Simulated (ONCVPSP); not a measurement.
zirconium, ONCV: configuration errors across variants

```json
{
 "Element": "Zr (Z = 40)",
 "Generator": "ONCVPSP 4.0.1",
 "Type": "optimised norm-conserving Vanderbilt (ONCV)",
 "Functional": "LDA (Perdew-Zunger)",
 "Relativity": "scalar-relativistic",
 "Frozen core": "[Ar] 3d10",
 "Valence charge": "12",
 "Reference configuration": "4s2 4p6 4d2 5s2",
 "Partial waves": "4s+5s: rc 1.90 bohr, ncon 4, nbas 7, qcut 5.9 1/bohr, 2 projectors; 4p: rc 1.65 bohr, ncon 4, nbas 8, qcut 7.4 1/bohr, 2 projectors, debl 2.8 Ha; 4d: rc 2.55 bohr, ncon 4, nbas 9, qcut 7.1 1/bohr, 1 projector",
 "Local potential": "polynomial inside 1.40 bohr (lpopt 4, dvloc0 -1 Ha)",
 "Core correction": "none"
}
```

All-electron excitation energies from the reference (eV): (1) 4s2 4p6 4d2 5s1 7.352; (2) 4s2 4p6 4d2 5s0 20.593; (3) 4s2 4p6 4d1 5s0 43.414; (4) 4s1 4p6 4d2 5s2 60.570.

Errors AE − PS in meV (a dash: test not solved or not reliable):

| change | (1) | (2) | (3) | (4) | bound ghosts | GHOST(+) flags above zero |
| --- | --- | --- | --- | --- | --- | --- |
| base | -1.2 | -4.9 | +1.7 | -150 | none | none |
| local potential polynomial inside 1.40 bohr (lpopt 4, dvloc0 -2 Ha) | -1.2 | -4.9 | +1.8 | -149 | none | s |
| local potential polynomial inside 1.40 bohr (lpopt 4, dvloc0 1.5 Ha) | -1.2 | -4.9 | +1.8 | -151 | none | none |
| local potential polynomial inside 1.40 bohr (lpopt 4, dvloc0 4 Ha) | -1.2 | -4.9 | +1.5 | -151 | none | none |
| local potential polynomial inside 1.40 bohr (lpopt 4, dvloc0 5 Ha) | -1.2 | -4.9 | +1.4 | -152 | none | none |
| local potential polynomial inside 1.40 bohr (lpopt 4, dvloc0 7.5 Ha) | -1.2 | -5.0 | +1.2 | -153 | none | none |
| local potential polynomial inside 1.40 bohr (lpopt 4, dvloc0 8.5 Ha) | -1.2 | -5.0 | +1.1 | -153 | none | none |

Q: Give the same row for: local potential polynomial inside 1.40 bohr (lpopt 4, dvloc0 0 Ha).

A: -1.2, -5.0, +1.5, -151; bound ghosts: none; GHOST(+) flags above zero: none.
